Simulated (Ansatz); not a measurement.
`F[BH][GeH2][F]` + H₂S → `F[BH][GeH2][SH]` + H–F at 298.15 K and 1 bar (ligand exchange at a Ge–F bond).

Calculated with Ansatz (gas phase, PBE0-D4/def2-TZVP geometries, no zero-point term in ΔE). CCSD(T)/CBS is the MP2 limit (def2-TZVPP, def2-QZVPP) plus CCSD(T) − MP2 in def2-TZVPP, frozen cores. This one scheme is used for every species. For Ge outer-core shells are correlated without core-valence functions, which leaves a few kJ/mol of doubt a bond. Scalar relativity is left out up to krypton. One conformer a species, not always the lowest.

```json
{"species": "`F[BH][GeH2][F]`", "CCSD(T)/CBS energy (Eh)": "-2302.35660", "H − E (kJ/mol)": "104.5", "S (J/(mol·K))": "327.4"}
{"species": "H₂S", "CCSD(T)/CBS energy (Eh)": "-398.97279", "H − E (kJ/mol)": "49.9", "S (J/(mol·K))": "205.7"}
{"species": "`F[BH][GeH2][SH]`", "CCSD(T)/CBS energy (Eh)": "-2600.93372", "H − E (kJ/mol)": "126.3", "S (J/(mol·K))": "355.4"}
{"species": "H–F", "CCSD(T)/CBS energy (Eh)": "-100.39570", "H − E (kJ/mol)": "33.5", "S (J/(mol·K))": "173.6"}
```

H − E and S are ideal-gas, rigid-rotor, harmonic terms from PBE0-D4/def2-TZVP, for one conformer and one mirror image of each species. 1 Eh = 2625.50 kJ/mol, R = 8.31446 J/(mol·K).

By hand: ΔE, ΔH, ΔS and ΔG.

ΔE = (-2600.93372) + (-100.39570) − (-2302.35660) − (-398.97279) = -0.00003 Eh = -0.1 kJ/mol. Δ(H − E) = 126.3 + 33.5 − 104.5 − 49.9 = 5.4, so ΔH = 5.3 kJ/mol. ΔS = 355.4 + 173.6 − 327.4 − 205.7 = -4.1 J/(mol·K). ΔG = 5.3 − 298.15 × (-4.1)/1000 = 6.5 kJ/mol.

By hand: the equilibrium constant, and the temperature at which ΔG would vanish if ΔH and ΔS stayed fixed.

log₁₀ K = −ΔG/(RT ln 10) = -1.1. ΔH and −TΔS have one sign here, so there is no such temperature.

The number of gas molecules stays the same, so ΔS is small and ΔH decides. A doubt of 5 kJ/mol in ΔE shifts log₁₀ K by 0.9 here. Other conformers and mirror images would add mixing entropy, several J/(mol·K) or more a flexible species. Modes under 60 cm⁻¹, often nearly free rotors, make the harmonic entropy too high. These are equilibria of isolated gas molecules and say nothing of rates. Largest T1 diagnostic: 0.013 (customary marks: 0.02 for closed shells, 0.045 for open ones).

ΔS is within the doubt of such terms, so its sign, and with it that verdict, could turn.
